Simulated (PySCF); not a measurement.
Si(CCH)2(Cl)(F) (C₄H₂ClFSi), SMILES [Si](C#C)(F)(Cl)C#C.

Geometry optimised at ωB97X-D3(BJ)/def2-SVP. This is a generated structure with no PubChem entry under its InChIKey; it may be hypothetical.

Method: TDDFT-PBE0/def2-SVPD in PySCF.

Vertical excitations.  State labels are in the subgroup Cs.

Computed excitation energies, oscillator strengths and character:
| state | symmetry | energy (eV) | λ (nm) | f | main pairs |
|---|---|---|---|---|---|
| S1 | A" | 5.64 | 220 | 0.000 | HOMO→LUMO 81 % |
| S2 | A" | 5.88 | 211 | 0.000 | HOMO−1→LUMO 49 %, HOMO→LUMO+1 43 % |
| S3 | A' | 5.92 | 210 | 0.000 | HOMO−2→LUMO 33 %, HOMO−2→LUMO+1 26 %, HOMO−3→LUMO 23 %, HOMO→LUMO+3 7 % |
| S4 | A" | 5.94 | 209 | 0.000 | HOMO−1→LUMO+1 79 % |
| S5 | A' | 6.19 | 200 | 0.000 | HOMO−3→LUMO 47 %, HOMO−2→LUMO+1 30 %, HOMO→LUMO+2 8 % |
| S6 | A' | 6.19 | 200 | 0.004 | HOMO−3→LUMO+1 39 %, HOMO−2→LUMO 29 %, HOMO−2→LUMO+1 17 %, HOMO−1→LUMO+2 9 % |
| S7 | A" | 7.09 | 175 | 0.249 | HOMO−1→LUMO 28 %, HOMO→LUMO+1 28 %, HOMO−4→LUMO 27 %, HOMO−4→LUMO+1 7 % |
| S8 | A' | 7.24 | 171 | 0.077 | HOMO−2→LUMO 20 %, HOMO−3→LUMO+1 19 %, HOMO−2→LUMO+1 14 %, HOMO−5→LUMO 14 % |
| S9 | A" | 7.27 | 171 | 0.071 | HOMO−4→LUMO 63 %, HOMO−4→LUMO+1 15 % |
| S10 | A" | 7.43 | 167 | 0.072 | HOMO−4→LUMO+1 72 % |
| T1 | A" | 4.63 | 268 | 0 | HOMO−1→LUMO 36 %, HOMO→LUMO+1 35 %, HOMO−3→LUMO+3 8 %, HOMO−2→LUMO+2 8 % |
| T2 | A' | 4.78 | 260 | 0 | HOMO−2→LUMO 29 %, HOMO−3→LUMO+1 15 %, HOMO−1→LUMO+3 10 %, HOMO−2→LUMO+1 10 % |
| T3 | A" | 5.07 | 245 | 0 | HOMO→LUMO 52 %, HOMO−1→LUMO+1 27 %, HOMO−2→LUMO+2 9 % |
| T4 | A" | 5.08 | 244 | 0 | HOMO→LUMO+1 41 %, HOMO−1→LUMO 38 %, HOMO−3→LUMO+2 9 %, HOMO−2→LUMO+3 8 % |
Triplets are in the Tamm–Dancoff approximation, which puts them higher than full response would, so one can lie above its singlet here.
